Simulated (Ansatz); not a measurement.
Reaction (formal exchange of groups at the Si–Ga bond): `[BH2][GaH][SiH2]C` + CH₄ → `C[SiH2]C` + `[BH2][GaH2]`

Gas-phase electronic energies from Ansatz, PBE0-D4/def2-TZVP geometries. CCSD(T)/CBS adds triple-zeta CCSD(T) − MP2 to the extrapolated MP2 energy (def2 sets, frozen cores). This one scheme is used for every species. DFT in def2-TZVPP. For Ga outer-core shells are correlated without core-valence functions, which leaves a few kJ/mol of doubt a bond. Scalar relativity is left out up to krypton. One conformer a species, not always the lowest.

`[BH2][GaH][SiH2]C`:

```xyz
12

B    -1.391   -2.357    1.497
Ga   -1.089   -0.454    0.771
Si    0.701    0.104   -0.766
C     1.074    1.944   -0.879
H    -2.057   -3.166    0.914
H    -0.878   -2.737    2.512
H    -2.050    0.735    1.173
H     1.948   -0.636   -0.410
H     0.293   -0.402   -2.113
H     1.858    2.139   -1.615
H     0.181    2.500   -1.171
H     1.410    2.332    0.086
```

CH₄:

```xyz
5

C     0.000    0.000    0.000
H    -1.056   -0.244   -0.115
H     0.182    1.009   -0.369
H     0.601   -0.709   -0.569
H     0.273   -0.056    1.053
```

`C[SiH2]C`:

Z-matrix (Å, degrees):
```
C
Si 1 1.872
H 1 1.093 2 110.9
H 1 1.092 2 111.0 3 120.0
H 1 1.093 2 110.9 3 -120.0
C 2 1.872 1 111.5 3 60.0
H 2 1.491 1 109.5 3 -178.7
H 2 1.491 1 109.5 3 -61.3
H 6 1.092 2 111.0 1 -180.0
H 6 1.093 2 110.9 1 -60.0
H 6 1.093 2 110.9 1 60.0
```

`[BH2][GaH2]`:

Z-matrix (Å, degrees):
```
B
Ga 1 2.065
H 1 1.199 2 122.1
H 1 1.199 2 122.2 3 -179.9
H 2 1.576 1 122.1 3 89.9
H 2 1.576 1 122.3 3 -90.0
```

| level | ΔE (kJ/mol) |
| --- | --- |
| ωB97M-V | 18.6 |
| MP2/def2-SVP | 22.4 |

Problem. What does CCSD(T)/CBS give? (Best estimate.)

Solution. Computed: +25.8 kJ/mol. The listed levels differ from it by -7.2, -3.4 kJ/mol.

Largest T1 diagnostic among the species: 0.014.

From PBE to PBE0 (25 % exact exchange), in def2-TZVPP and without D4, ΔE moves by −5.4 kJ/mol. In def2-TZVPP, CCSD(T) changes the Hartree–Fock value by +13.6 kJ/mol (the triples alone add +2.2 kJ/mol) and MP2 by +10.6 kJ/mol.
